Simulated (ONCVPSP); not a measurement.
Before and after: ONCV potential for rhenium

* Element: Re
* Generator: ONCVPSP 4.0.1
* Type: optimised norm-conserving Vanderbilt (ONCV)
* Functional: PBE
* Relativity: fully relativistic
* Frozen core: [Kr] 4d10 4f14
* Valence charge: 15
* Reference configuration: 5s2 5p6 5d5 6s1.75 6p0.25
* Partial waves: 5s+6s: rc 1.80 bohr, ncon 3, nbas 6, qcut 8.5 1/bohr, 2 projectors; 5p+6p: rc 1.75 bohr, ncon 4, nbas 8, qcut 9.3 1/bohr, 2 projectors; 5d: rc 2.40 bohr, ncon 4, nbas 9, qcut 6 1/bohr, 2 projectors, debl 1.9 Ha
* Local potential: polynomial inside 1.25 bohr (lpopt 2, dvloc0 4 Ha)
* Core correction: polynomial model core, fcfact 0.55

Open shells are filled in proportion to 2j + 1.

All-electron outer shells of the reference configuration (PBE, scalar-relativistic, ld1.x):

| shell | level (eV) | outermost node (bohr) | outermost maximum (bohr) |
| --- | --- | --- | --- |
| 4d | -255.78 | 0.21 | 0.44 |
| 5s | -85.70 | 0.52 | 0.93 |
| 5p | -47.46 | 0.56 | 1.06 |
| 4f | -42.76 | – | 0.41 |
| 6s | -6.25 | 1.24 | 2.54 |
| 5d | -5.78 | 0.62 | 1.41 |
| 6p | -1.55 | 1.48 | 3.61 |

Change: functional PBEsol; d: rc 1.75, qcut 8.2.

Cutoffs: the cutoffs (Ha) at which the residual kinetic energy of the hardest occupied pseudo-wave falls to 1 and 0.1 mHa per electron; they do not see the model core or the augmentation charge, which bear on the density cutoff. Errors are all-electron minus pseudo energies relative to the spin-unpolarised reference configuration.

Task: How do hardness, ghosts and transferability respond?

Result: The potential gets neither clearly harder nor softer (24 Ha and 30 Ha → 24 Ha and 30 Ha); the p channel sets the loose cutoff, while the largest relative change is in d, which becomes harder; of the 3 tests that both files solve, the error grows in 2 and shrinks in 0 by more than 15 % and 0.3 meV (median size 0.5 → 0.8 meV); neither file shows a bound ghost.

```csv
quantity,base,changed
"cutoff, loose",24 Ha,24 Ha
"cutoff, tight",30 Ha,30 Ha
loose cutoff by channel,"s 20 Ha, p 24 Ha, d 13 Ha","s 20 Ha, p 24 Ha, d 17 Ha"
bound ghosts,none,none
GHOST(+) flags under 300 eV,none,none
tests with a reliable result,3 of 4,3 of 4
"error for 5s2 5p6 5d5 6s2 6p0, meV [ΔE -1.15 → -1.17 eV]",-0.1,-0.1
"error for 5s2 5p6 5d5 6s1 6p0, meV [ΔE 8.10 → 8.13 eV]",-0.5,-0.8
"error for 5s2 5p6 5d4 6s2 6p1, meV [ΔE 3.85 → 3.88 eV]",+1.9,-5.5
s: phases at 1.83 bohr within 0.05 rad from the reference energy up to (Ha; the scan ends near 5),to the end of the scan,to the end of the scan
p3/2: phases at 1.77 bohr within 0.05 rad from the reference energy up to (Ha; the scan ends near 5),to the end of the scan,to the end of the scan
p1/2: phases at 1.77 bohr within 0.05 rad from the reference energy up to (Ha; the scan ends near 5),to the end of the scan,to the end of the scan
"rms error of d²Exc/dni dnj with the model core, mHa",1.88,1.63
```
